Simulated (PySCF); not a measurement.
A side-by-side comparison of computed properties.

First species: C₃H₃F.
Atom-mapped SMILES: `[F:1][CH:2]1[CH:3]=[CH:4]1` (hydrogens: H5 on C2; H6 on C3; H7 on C4)

Second species: 2,3,3-trimethyl-1-pentene, C8H16.
Atom-mapped SMILES: `[CH2:1]=[C:2]([CH3:3])[C:4]([CH3:5])([CH3:6])[CH2:7][CH3:8]` (hydrogens: H9, H10 on C1; H11, H12, H13 on C3; H14, H15, H16 on C5; H17, H18, H19 on C6; H20, H21 on C7; H22, H23, H24 on C8)

Levels: CAM-B3LYP/def2-SVPD for dipole moment, HOMO energy, LUMO energy, HOMO–LUMO gap, static isotropic polarisability and electronic spatial extent ⟨r²⟩ about the centre of nuclear charge; TDDFT CAM-B3LYP/def2-SVPD for lowest singlet excitation; TDA CAM-B3LYP/def2-SVPD for lowest triplet excitation (Tamm–Dancoff); ΔSCF CAM-B3LYP/def2-SVPD for vertical ionisation energy; PBE0-D3(BJ)/def2-SVP for rotational constant A and rotational constant C. Geometries: PBE0-D3(BJ)/def2-SVP. All species are isolated and taken at one optimised geometry, non-relativistic unless stated; the electronic structure was computed with PySCF and density fitting.

The conformers computed, where there is a choice (atom-mapped SMILES and torsion angles):
- `[CH2:1]=[C:2]([CH3:3])[C:4]([CH3:5])([CH3:6])[CH2:7][CH3:8]`: C1–C2–C4–C5 117°, C2–C4–C7–C8 58°

| property | column X | column Y |
| --- | --- | --- |
| dipole moment | 2.36 D | 0.52 D |
| HOMO energy | -9.89 eV | -8.38 eV |
| LUMO energy | 0.72 eV | 1.28 eV |
| HOMO–LUMO gap | 10.61 eV | 9.66 eV |
| lowest singlet excitation | 6.28 eV | 6.97 eV |
| lowest triplet excitation (Tamm–Dancoff) | 4.71 eV | 4.33 eV |
| static isotropic polarisability | 33.6 au | 97.2 au |
| vertical ionisation energy | 11.09 eV | 9.06 eV |
| electronic spatial extent ⟨r²⟩ about the centre of nuclear charge | 222 bohr² | 1076 bohr² |
| rotational constant A | 22.922 GHz | 2.092 GHz |
| rotational constant C | 6.375 GHz | 1.578 GHz |

Task: Which column belongs to which species?

Result: Column X is the first species and column Y the second. The first has 7 atoms and 30 electrons, the second 24 and 64.

Task: How does each property change from the first species to the second?

Result: dipole moment -1.84 D; HOMO energy +1.51 eV; LUMO energy +0.56 eV; HOMO–LUMO gap -0.95 eV; lowest singlet excitation +0.69 eV; lowest triplet excitation (Tamm–Dancoff) -0.38 eV; static isotropic polarisability +63.6 au; vertical ionisation energy -2.03 eV; electronic spatial extent ⟨r²⟩ about the centre of nuclear charge +854 bohr²; rotational constant A -20.830 GHz; rotational constant C -4.797 GHz.

On the first: S1 lies 4.33 eV below the HOMO–LUMO gap; its leading configuration is HOMO−1→LUMO, weight 0.98. The polarisability is 4.98 Å³ as a volume (1 au = 0.148185 Å³), or 1.12 au for each of the 30 electrons.

On the second: S1 lies 2.69 eV below the HOMO–LUMO gap; its leading configuration is HOMO→LUMO, weight 0.79. No computed singlet falls in the visible range (750 to 380 nm, 1.65 to 3.26 eV); S1 lies 3.71 eV above its blue end.
